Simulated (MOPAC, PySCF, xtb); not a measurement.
Lewis adduct: BH3 (SMILES B) (first 4 atoms) with C2H6O (SMILES COC); geometry from B3LYP-D3(BJ)/def2-TZVP, rigid monomers moved along the line of their centres of mass till B1···O6 is 1.49 Å.
(charge 0, multiplicity 1):
```xyz
13

B      0.1492     0.2265     1.0946
H      1.2806     0.5130     0.8058
H     -0.6860     1.0199     0.7503
H     -0.1438    -0.9313     0.9009
C     -1.1553     0.1909     3.1596
O      0.1466     0.3788     2.5805
C      1.1613    -0.4090     3.2249
H     -1.1017     0.4228     4.2229
H     -1.4841    -0.8384     3.0033
H     -1.8226     0.8766     2.6489
H      1.1719    -0.1647     4.2867
H      2.1032    -0.1412     2.7586
H      0.9565    -1.4708     3.0733
```

Monomers are frozen at their geometry in the pair; levels with a basis set take the counterpoise correction. Rows marked so take none.

Rows in 6-31G* carry no dispersion term and start afresh at each structure (6-31G* with six Cartesian d functions). The state that PM6 reach isn't checked.

Codes used: MOPAC for PM6 (differences of heats of formation); PySCF for 6-31G* rows; xtb for the GFN methods. Values without a source in brackets are computed.

**Question.** One of these levels gives -83.4 kJ/mol for the interaction energy. Which?
A. PM6
B. GFN1-xTB
C. BP86/6-31G* (no counterpoise)
D. B3LYP/6-31G*

**Answer.** B, GFN1-xTB. The others give -153.9 (PM6), -117.4 (BP86/6-31G* (no counterpoise)), -96.9 (B3LYP/6-31G*)
